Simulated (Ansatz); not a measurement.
Input for Ansatz (a first-principles code): R-RI-MP2/def2-QZVPP on BClH2OSe (SMILES OB(Cl)[SeH]), a point of a torsion scan. Files ending in .json are basis or fitting sets from the Basis Set Exchange. The run froze 21 orbitals, filled d shells among them.

Ansatz 0.2 input:
```yaml
crystal:
  periodic: [false, false, false]
  atoms:
    - {symbol: O, position_ang: [-0.87081580, -0.66812415, -0.44730680]}
    - {symbol: B, position_ang: [-0.65482184, 0.55462069, 0.02963272]}
    - {symbol: Cl, position_ang: [-1.52729697, 1.22283380, 1.37523675]}
    - {symbol: Se, position_ang: [0.70661435, 1.59781147, -0.85308762]}
    - {symbol: H, position_ang: [-1.53589544, -1.23086689, -0.04710751]}
    - {symbol: H, position_ang: [1.04827412, 0.58808410, -1.81658733]}
basis:
  gaussian:
    orbitals: def2-QZVPP.json
    fitting: {mean_field: def2-universal-JKFIT, correlation: def2-QZVPP-RIFIT.json}
magnetization: {spin_polarized: false}
correlation: {method: mp2, electrons: outside_noble_gas}
scf: {lower_state_search: off}
```

Q: What total energy does the run end on?

A: -2961.0378 hartree.

Q: How many basis functions does it have, and what does it roughly cost on one machine?

A: 333 functions; roughly 5 core-seconds.
